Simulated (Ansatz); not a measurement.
C3H6ClNSi (`NC1=C(CCl)[SiH2]1`) at its PBE0-D4/def2-TZVP geometry, where that method's forces vanish. Total charge 0; spin multiplicity 1.

```xyz
12

N     1.0464   -0.2392   -1.6735
C     0.1245   -0.4607   -0.7156
C    -0.2942    0.1150    0.4256
C     0.0365    1.2781    1.2602
Cl    1.6279    2.0118    0.8282
Si   -1.2677   -1.3426    0.0291
H     1.2674   -0.9821   -2.3100
H     1.7730    0.4342   -1.4927
H     0.1065    1.0154    2.3157
H    -0.6965    2.0796    1.1529
H    -1.0836   -2.6481    0.7174
H    -2.6403   -1.2614   -0.5373
```

Task: What forces (eV/Å) does r2SCAN-D4/def2-TZVPP give on these atoms in Ansatz? (An estimate is asked.)

Result: The calculation gave: 
```
N1   0.076  0.036 -0.118
C2  -0.035 -0.092 -0.037
C3  -0.011  0.112  0.137
C4  -0.279 -0.099  0.112
Cl5  0.283  0.129 -0.082
Si6 -0.094 -0.116 -0.010
H7   0.020 -0.021 -0.021
H8   0.033  0.017  0.001
H9  -0.003  0.012  0.006
H10  0.003  0.010  0.010
H11 -0.002  0.010 -0.003
H12  0.009  0.002  0.006
```
